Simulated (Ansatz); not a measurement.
Cd7CuTe7Br2, 17 atoms. Hardware: 2 threads of AMD EPYC 7R13 on a shared host and a share (18 GiB) of an NVIDIA H100 80GB HBM3.

In the def2 sets Cd, Te take a core potential; there is no spin–orbit coupling. Single mean-field runs in def2-SVP, def2-mTZVP are fitted with def2-universal-jkfit.

Task: How many basis functions does each of these Ansatz runs have, and roughly what does it cost? r2SCAN-D4/def2-SVP, charge 0 doublet, energy, from earlier orbitals; PBE-D4/def2-SVP, charge 1 singlet at the geometry of the charge 0 doublet, energy, from earlier orbitals; PBE-D4/def2-SVP, charge -1 triplet at the geometry of the charge 0 doublet, energy, from earlier orbitals; HF/def2-SVP, charge -1 triplet at the geometry of the charge 0 doublet, energy, from earlier orbitals; PBE0-D4/def2-SVP, charge 1 singlet at the geometry of the charge 0 doublet, energy; HF/def2-SVP, charge 0 doublet, energy, from earlier orbitals; HF/def2-SVP, charge -1 singlet at the geometry of the charge 0 doublet, energy, from earlier orbitals; r2SCAN-D4/def2-mTZVP, charge 0 doublet, energy, from earlier orbitals; PBE0-D4/def2-SVP, charge -1 singlet at the geometry of the charge 0 doublet, energy; PBE-D4/def2-SVP, charge 0 doublet, energy and forces, from earlier orbitals; PBE0-D4/def2-SVP, charge 1 triplet at the geometry of the charge 0 doublet, energy; PBE-D4/def2-SVP, charge -1 singlet at the geometry of the charge 0 doublet, energy, from earlier orbitals.

Result: Other jobs shared the machine, so times can vary by a factor of up to 3.

```json
{"run": "PBE-D4/def2-SVP, charge -1 singlet at the geometry of the charge 0 doublet, energy, from earlier orbitals", "functions": "494", "fitting or Cholesky vectors": "4107", "wall time": "6.5 s", "peak host memory (GiB)": "1.1"}
{"run": "PBE-D4/def2-SVP, charge 0 doublet, energy and forces, from earlier orbitals", "functions": "494", "fitting or Cholesky vectors": "4107", "wall time": "8 s", "peak host memory (GiB)": "1.3"}
{"run": "HF/def2-SVP, charge -1 singlet at the geometry of the charge 0 doublet, energy, from earlier orbitals", "functions": "494", "fitting or Cholesky vectors": "4107", "wall time": "8.5 s", "peak host memory (GiB)": "1.1"}
{"run": "HF/def2-SVP, charge 0 doublet, energy, from earlier orbitals", "functions": "494", "fitting or Cholesky vectors": "4107", "wall time": "8.5 s", "peak host memory (GiB)": "1.1"}
{"run": "PBE-D4/def2-SVP, charge 1 singlet at the geometry of the charge 0 doublet, energy, from earlier orbitals", "functions": "494", "fitting or Cholesky vectors": "4107", "wall time": "9.5 s", "peak host memory (GiB)": "1.1"}
{"run": "r2SCAN-D4/def2-SVP, charge 0 doublet, energy, from earlier orbitals", "functions": "494", "fitting or Cholesky vectors": "4107", "wall time": "11 s", "peak host memory (GiB)": "1.6"}
{"run": "PBE0-D4/def2-SVP, charge -1 singlet at the geometry of the charge 0 doublet, energy", "functions": "494", "fitting or Cholesky vectors": "4107", "wall time": "11 s", "peak host memory (GiB)": "1.1"}
{"run": "r2SCAN-D4/def2-mTZVP, charge 0 doublet, energy, from earlier orbitals", "functions": "588", "fitting or Cholesky vectors": "4107", "wall time": "12 s", "peak host memory (GiB)": "1.6"}
{"run": "PBE0-D4/def2-SVP, charge 1 singlet at the geometry of the charge 0 doublet, energy", "functions": "494", "fitting or Cholesky vectors": "4107", "wall time": "17 s", "peak host memory (GiB)": "1.1"}
{"run": "PBE-D4/def2-SVP, charge -1 triplet at the geometry of the charge 0 doublet, energy, from earlier orbitals", "functions": "494", "fitting or Cholesky vectors": "4107", "wall time": "21 s", "peak host memory (GiB)": "1.2"}
{"run": "HF/def2-SVP, charge -1 triplet at the geometry of the charge 0 doublet, energy, from earlier orbitals", "functions": "494", "fitting or Cholesky vectors": "4107", "wall time": "24 s", "peak host memory (GiB)": "1.1"}
{"run": "PBE0-D4/def2-SVP, charge 1 triplet at the geometry of the charge 0 doublet, energy", "functions": "494", "fitting or Cholesky vectors": "4107", "wall time": "25 s", "peak host memory (GiB)": "1.3"}
```
